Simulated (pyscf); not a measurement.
cyclic C₄H₃ (SMILES [CH]1C2=CC12) [doublet] -> •HC=CH–C≡CH (double ring opening; doublet surface; C–C, C–C broken, none formed). PySCF, gas phase, ωB97X-D3(BJ)/def2-SVP geometries. Correlated levels are frozen-core, on RHF or UHF. ΔMP2 is the change of the MP2 total energy from the triple- to the quadruple-zeta basis. Energies in kJ/mol from the reactant's lowest minimum found.

| level | barrier | reaction energy |
|---|---|---|
| ωB97X-D3(BJ)/def2-TZVP | 142.2 | -88.1 |
| r²SCAN/def2-TZVP | 139.0 | -86.8 |
| M06-2X/def2-TZVP | 127.3 | -104.5 |
| ωB97M-D3(BJ)/def2-TZVP | 130.9 | -97.6 |
| CCSD/def2-TZVPP | ___ | -108.4 |
| CCSD(T)/def2-TZVPP | 139.4 | -104.3 |
| CCSD(T)/def2-TZVPP + ΔMP2(QZVPP) | ___ | ___ |

Task: What belongs in the gaps?

Result: 
- CCSD/def2-TZVPP, barrier: 149.2
- CCSD(T)/def2-TZVPP + ΔMP2(QZVPP), barrier: 136.4
- CCSD(T)/def2-TZVPP + ΔMP2(QZVPP), reaction energy: -102.7

cyclic C₄H₃ (SMILES [CH]1C2=CC12) [doublet] lies 150.1 kJ/mol over its isomer •HC=C=C=CH₂, and others may lie lower still (electronic energy, ωB97M-D3(BJ)). •HC=CH–C≡CH lies 52.5 kJ/mol over its isomer •HC=C=C=CH₂, and others may lie lower still (electronic energy, ωB97M-D3(BJ)). One saddle was located; it need not be the lowest between these sides. The CCSD(T) − MP2 part came from Ansatz, without density fitting, on the same reference. An open-shell T1 diagnostic exceeds 0.045. A UHF reference is spin-contaminated (<S²> up to 1.20), which harms MP2 most.
